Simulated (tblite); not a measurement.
Distances in Å between the heavy atoms of a computed structure (GFN2-xTB; lower triangle, same order across):
```
C1    0.00
C2    1.20  0.00
C3    2.61  1.41  0.00
C4    3.50  2.46  1.50  0.00
C5    4.11  3.23  2.49  1.53  0.00
C6    3.52  2.39  1.34  2.52  3.35  0.00
C7    3.70  2.89  2.50  3.91  4.66  1.49  0.00
S8    5.22  4.04  2.71  3.09  3.70  1.78  2.78  0.00
Si9   6.43  5.37  4.25  4.87  5.76  3.11  3.32  2.15  0.00
```

Hydrogens: 1 on C1, 2 on C4, 3 on C5, 3 on C7, 3 on Si9.

Neutral, closed shell.

(1) Which heavy atoms are bonded, and with what formal order?

(2) Write the SMILES.

(3) Describe the place of each heavy atom.

## Answers

(1) C1–C2 (triple); C2–C3 (single); C3–C4 (single); C4–C5 (single); C3–C6 (double); C6–C7 (single); C6–S8 (single); S8–Si9 (single).

(2) `C#C/C(CC)=C(\C)S[SiH3]`, C7H12SSi. Among its features: alkyne, C=C double bond and Si–H bond.

(3) C1: terminal alkyne carbon; C2: alkyne carbon; C3: fully substituted alkene carbon; C4: allylic carbon; C5: methyl carbon; C6: fully substituted alkene carbon; C7: allylic carbon; S8: sulfur bonded to C and Si; Si9: SiH3 silicon.

The values belong to the conformer `[CH:1]#[C:2]/[C:3]([CH2:4][CH3:5])=[C:6](\[CH3:7])[S:8][SiH3:9]`: C2–C3–C4–C5 86°, C3–C6–S8–Si9 -137°.
